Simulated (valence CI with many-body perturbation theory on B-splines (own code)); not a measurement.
## Co12+: electric-dipole lines

Method: relativistic CI+MBPT: five valence electrons over a frozen Dirac-Fock core [Ne], radial functions for each j: 9 s, 9 p, 8 d, 6 f, 3 g, 1 h, with the one-electron correlation potential Σ1 (screened to all orders), the two-electron term Σ2, the three-electron term Σ3, Breit, model QED; selected single and double excitations, second order for the rest, scaled by the run's own slope (own B-spline code, finite nucleus).

No measured spectrum was set against this ion. As an estimate, levels of excited configurations hold to 0.05 to 0.15 % of their energy, terms of the ground configuration to about 0.5 %. Among the levels kept, up to 630 cm⁻¹ of a level comes from second order outside the variational space, and about a tenth of that is noise between levels of different J, which matters for small intervals.

Lines 1 to 50 of 174 in falling wavelength, among levels below 703320 cm⁻¹, chosen from the strongest by gf and those to the six lowest levels. Wavelengths and rates use the calculated energies, so an error of 200 cm⁻¹ moves a line at 1555 Å by 0.31 % and its rate by three times that or more. Electric multipoles are in the length gauge, E1 and E2 with the static RPA response of the core. Weak lines are less certain than strong ones. Lines between different terms over intervals too small for the method are left out, as are lines whose strength nearly cancels. The highest levels of a list are the least certain.

Names give the largest LS component (configuration and term), which can be under half, so a name can repeat, a term be missing and a line seem to break the LS rules; names also repeat where a configuration has a term twice. Letters in brackets count levels of one name in rising energy.

```
λ vac (Å)              Upper                  Lower   A (s⁻¹)  S (a.u.) with core polarisation  S without
     1555        3p5 2P°_3/2  3s2 3p2 3d 2P_3/2 [c]  3.59e+05                         2.67e-03   2.76e-03
     1347        3p5 2P°_3/2  3s2 3p2 3d 2P_1/2 [b]  4.21e+05                         2.03e-03   2.10e-03
     1247        3p5 2P°_1/2      3s2 3p2 3d 2S_1/2  1.86e+06                         3.56e-03   3.69e-03
     1124        3p5 2P°_3/2  3s2 3p2 3d 2D_5/2 [b]  1.17e+06                         3.28e-03   3.40e-03
    932.4        3p5 2P°_3/2  3s2 3p2 3d 2D_5/2 [a]  2.67e+06                         4.28e-03   4.44e-03
    922.1        3p5 2P°_1/2  3s2 3p2 3d 2D_3/2 [b]  5.47e+06                         4.24e-03   4.40e-03
    825.7  3s 3p3 3d 6D°_5/2      3s2 3p2 3d 4P_3/2  8.00e+05                         1.33e-03   1.38e-03
    788.2  3s 3p3 3d 6D°_7/2      3s2 3p2 3d 4P_5/2  1.20e+06                         2.31e-03   2.39e-03
    757.4        3p5 2P°_3/2  3s2 3p2 3d 2P_1/2 [a]  1.10e+07                         9.41e-03   9.77e-03
    723.4        3p5 2P°_1/2  3s2 3p2 3d 2D_3/2 [a]  5.28e+06                         1.97e-03   2.05e-03
    690.9        3p5 2P°_1/2      3s2 3p2 3d 4P_1/2  1.31e+07                         4.27e-03   4.44e-03
    682.2        3p5 2P°_3/2  3s2 3p2 3d 2P_3/2 [b]  8.51e+07                         5.33e-02   5.54e-02
    666.0        3p5 2P°_1/2  3s2 3p2 3d 2P_1/2 [a]  5.20e+07                         1.52e-02   1.58e-02
    607.1        3p5 2P°_1/2  3s2 3p2 3d 2P_3/2 [b]  4.09e+07                         9.04e-03   9.39e-03
    518.0  3s 3p3 3d 6D°_3/2      3s2 3p2 3d 4D_3/2  2.69e+06                         7.37e-04   7.63e-04
    507.6  3s 3p3 3d 6D°_9/2  3s2 3p2 3d 2F_7/2 [a]  1.58e+06                         1.02e-03   1.05e-03
    500.1  3s 3p3 3d 6D°_9/2      3s2 3p2 3d 4F_9/2  1.07e+07                         6.60e-03   6.84e-03
    492.5        3p5 2P°_3/2      3s2 3p2 3d 4D_3/2  6.60e+06                         1.56e-03   1.61e-03
    489.5        3p5 2P°_3/2      3s2 3p2 3d 4D_1/2  3.04e+06                         7.04e-04   7.31e-04
    484.0      3s 3p4 4P_5/2        3s2 3p3 2P°_3/2  2.89e+06                         9.69e-04   1.00e-03
    482.7  3s 3p3 3d 6D°_7/2      3s2 3p2 3d 4F_7/2  7.31e+06                         3.25e-03   3.36e-03
    480.0  3s 3p3 3d 6D°_9/2      3s2 3p2 3d 4F_7/2  3.31e+06                         1.81e-03   1.87e-03
    468.7  3s 3p3 3d 6D°_5/2      3s2 3p2 3d 4F_5/2  3.65e+06                         1.11e-03   1.15e-03
    467.1  3s 3p3 3d 6D°_7/2      3s2 3p2 3d 4F_5/2  2.42e+06                         9.73e-04   1.01e-03
    457.7      3s 3p4 4P_3/2        3s2 3p3 2P°_3/2  1.47e+07                         2.79e-03   2.89e-03
    452.1        3p5 2P°_1/2      3s2 3p2 3d 4D_3/2  8.70e+06                         7.94e-04   8.24e-04
    449.6        3p5 2P°_1/2      3s2 3p2 3d 4D_1/2  2.29e+07                         2.05e-03   2.13e-03
    447.3      3s 3p4 4P_1/2        3s2 3p3 2P°_3/2  2.79e+06                         2.47e-04   2.55e-04
    440.2      3s 3p4 4P_3/2        3s2 3p3 2P°_1/2  1.93e+05                         3.25e-05   3.39e-05
    439.4        3p5 2P°_3/2      3s2 3p2 3d 4F_3/2  3.60e+06                         6.02e-04   6.25e-04
    430.6      3s 3p4 4P_1/2        3s2 3p3 2P°_1/2  1.59e+07                         1.26e-03   1.30e-03
    415.2        3p5 2P°_3/2          3s 3p4 2S_1/2  1.41e+07                         1.99e-03   2.05e-03
    407.9      3s 3p4 4P_5/2        3s2 3p3 2D°_5/2  3.25e+07                         6.53e-03   6.77e-03
    398.1      3s 3p4 4P_5/2        3s2 3p3 2D°_3/2  2.29e+07                         4.28e-03   4.44e-03
    389.0      3s 3p4 4P_3/2        3s2 3p3 2D°_5/2  6.90e+06                         8.02e-04   8.30e-04
    386.2        3p5 2P°_1/2          3s 3p4 2S_1/2  1.30e+09                         7.41e-02   7.70e-02
    384.3        3p5 2P°_3/2          3s 3p4 2P_1/2  6.60e+08                         7.40e-02   7.68e-02
    380.1      3s 3p4 4P_3/2        3s2 3p3 2D°_3/2  5.10e+05                         5.53e-05   5.71e-05
    377.1        3p5 2P°_3/2  3s2 3p2 3d 2P_3/2 [a]  2.43e+09                         2.57e-01   2.66e-01
    372.9      3s 3p4 4P_1/2        3s2 3p3 2D°_3/2  8.51e+06                         4.35e-04   4.52e-04
    360.7      3s 3p4 2D_3/2        3s2 3p3 2P°_3/2  3.01e+07                         2.79e-03   2.89e-03
    359.3        3p5 2P°_1/2          3s 3p4 2P_1/2  1.05e+09                         4.79e-02   4.96e-02
    357.3      3s 3p4 2D_5/2        3s2 3p3 2P°_3/2  6.20e+08                         8.38e-02   8.69e-02
    353.0        3p5 2P°_1/2  3s2 3p2 3d 2P_3/2 [a]  1.90e+09                         8.25e-02   8.55e-02
    349.8      3s 3p4 2D_3/2        3s2 3p3 2P°_1/2  2.98e+08                         2.52e-02   2.61e-02
    338.8      3s 3p4 4P_5/2        3s2 3p3 4S°_3/2  1.79e+09                         2.07e-01   2.14e-01
    325.7      3s 3p4 4P_3/2        3s2 3p3 4S°_3/2  2.01e+09                         1.37e-01   1.42e-01
    320.4      3s 3p4 4P_1/2        3s2 3p3 4S°_3/2  2.13e+09                         6.93e-02   7.18e-02
    317.1        3p5 2P°_3/2          3s 3p4 2D_5/2  4.40e+09                         2.77e-01   2.87e-01
    316.7      3s 3p4 2D_3/2        3s2 3p3 2D°_5/2  2.56e+07                         1.61e-03   1.67e-03
```
